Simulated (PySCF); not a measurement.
## Frontier levels across methods

Species: C5H6F2.
Atom-mapped SMILES: `[CH2:1]=[C:2]([F:3])[CH2:4][C:5](=[CH2:6])[F:7]` (hydrogens: H8, H9 on C1; H10, H11 on C4; H12, H13 on C6)

Cartesian coordinates in Å at the PBE0-D3(BJ)/def2-SVP level; atoms count from 1:
```
atom  x, y, z in Å
C1     2.2982    0.6571    0.1147
C2     1.2029   -0.0647    0.3253
F3     1.0205   -0.6954    1.4898
C4     0.0676   -0.2970   -0.6196
C5    -1.2383    0.2030   -0.0904
C6    -2.3319   -0.5054    0.1692
F7    -1.2228    1.5243    0.1146
H8     3.0635    0.7428    0.8875
H9     2.4372    1.1755   -0.8335
H10    0.2913    0.2088   -1.5717
H11   -0.0218   -1.3760   -0.8199
H12   -2.3353   -1.5833    0.0101
H13   -3.2316   -0.0190    0.5488
```

Basis pcSseg-1 throughout (PySCF), one geometry. The structure is a single PBE0-D3(BJ)/def2-SVP conformer in the gas phase; no vibrational or solvent corrections.

Question: How do the orbital energies, the gap and the dipole change with the method?

Answer: 
| method | kind | HOMO (eV) | LUMO (eV) | gap (eV) | μ (D) | SCF cycles |
| --- | --- | --- | --- | --- | --- | --- |
| BLYP | GGA | -6.17 | -0.92 | 5.25 | 1.66 | 14 |
| OPBE | GGA | -6.26 | -0.92 | 5.34 | 1.66 | 14 |
| B97-D | GGA | -6.29 | -0.97 | 5.32 | 1.71 | 14 |
| KT3 | GGA | -6.33 | -1.00 | 5.34 | 1.65 | 14 |
| B3LYP | global hybrid | -7.33 | -0.31 | 7.03 | 1.80 | 13 |
| BHandHLYP | global hybrid | -8.64 | 1.02 | 9.66 | 1.97 | 13 |
| HF | Hartree–Fock | -10.22 | 3.71 | 13.93 | 2.14 | 11 |
| LC-wPBE | range-separated hybrid | -10.32 | 2.25 | 12.57 | 1.87 | 14 |

The HOMO spans 4.15 eV, from BLYP down to LC-wPBE, and the gap runs from 5.25 eV (BLYP) to 13.93 eV (HF). Over the methods BLYP (0 %), OPBE (0 %), B97-D (0 %), KT3 (0 %), B3LYP (20 %), BHandHLYP (50 %), HF (100 %), a straight line through the gap against the share of exact exchange rises by 0.86 eV for each 10 % (correlation coefficient 1.000). The dipole ranges from 1.65 D (KT3) to 2.14 D (HF). This basis has no diffuse functions.
